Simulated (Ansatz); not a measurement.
Consider the formal exchange of groups at the Si–O bond: `C[SiH2]C[SiH2]O` + `FC(Cl)Cl` → `C[SiH2]C[SiH2]Cl` + `OC(F)Cl`.

Program: Ansatz. Geometries: PBE0-D4/def2-TZVP. ΔE: electronic, gas phase. CBS: MP2 limit from def2 TZ/QZ plus the TZ coupled-cluster correction, frozen cores. Each species was taken in one conformer, which may not be the lowest.

```csv
species,HF/CBS(def2) energy (Eh)
`C[SiH2]C[SiH2]O`,-734.47671
`FC(Cl)Cl`,-1056.99121
`C[SiH2]C[SiH2]Cl`,-1118.52589
`OC(F)Cl`,-672.96344
```

**Question.** Work out ΔE.

**Answer.** ΔE = (-1118.52589) + (-672.96344) − (-734.47671) − (-1056.99121) = -0.02141 Eh = -56.2 kJ/mol. CCSD(T)/CBS gives -43.0 kJ/mol.

Largest T1 diagnostic among the species: 0.011.

In def2-TZVPP, CCSD(T) changes the Hartree–Fock value by +12.2 kJ/mol (the triples alone add +1.2 kJ/mol) and MP2 by +14.4 kJ/mol. From PBE to PBE0 (25 % exact exchange), in def2-TZVPP and without D4, ΔE moves by −3.5 kJ/mol.
